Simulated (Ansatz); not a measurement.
Relaxation of BCl$_{2}$H$_{2}$N (6 atoms, charge 0, multiplicity 1), to a largest force component of 0.02 eV/Å in at most 40 steps.

The calculation used RKS PBE-D4/6-31G* in Ansatz.

```xyz
6
Properties=species:S:1:pos:R:3
B 0.000 0.000 0.000
N 0.000 0.000 1.550
H -0.877 -0.271 2.080
H 0.877 0.271 2.080
Cl 1.611 0.000 -0.930
Cl -1.611 0.000 -0.930
```

Where does it end, and by what steps?

The run converged. After 6 steps the energy has fallen by 0.716 eV; H3 moved furthest, 0.22 Å.

```json
{"step": "0", "energy less start (eV)": "0.0000", "largest force component (eV/Å)": "3.173", "accepted": "yes"}
{"step": "1", "energy less start (eV)": "-0.6067", "largest force component (eV/Å)": "1.099", "accepted": "yes"}
{"step": "2", "energy less start (eV)": "-0.6881", "largest force component (eV/Å)": "1.486", "accepted": "yes"}
{"step": "3", "energy less start (eV)": "-0.6902", "largest force component (eV/Å)": "1.189", "accepted": "yes"}
{"step": "4", "energy less start (eV)": "-0.7129", "largest force component (eV/Å)": "0.139", "accepted": "yes"}
{"step": "5", "energy less start (eV)": "-0.7155", "largest force component (eV/Å)": "0.027", "accepted": "yes"}
{"step": "6", "energy less start (eV)": "-0.7156", "largest force component (eV/Å)": "0.000", "accepted": "yes"}
```

```xyz
6
Properties=species:S:1:pos:R:3
B 0.000 0.000 0.058
N 0.000 0.000 1.455
H -0.856 -0.062 2.001
H 0.856 0.062 2.001
Cl 1.535 0.112 -0.832
Cl -1.535 -0.112 -0.832
```

Whether the end is a true minimum wasn't checked by a vibrational analysis.

Run time: 13 s on 1 thread of Arm Neoverse V2, with other jobs on the host, peak memory 0.14 GiB.
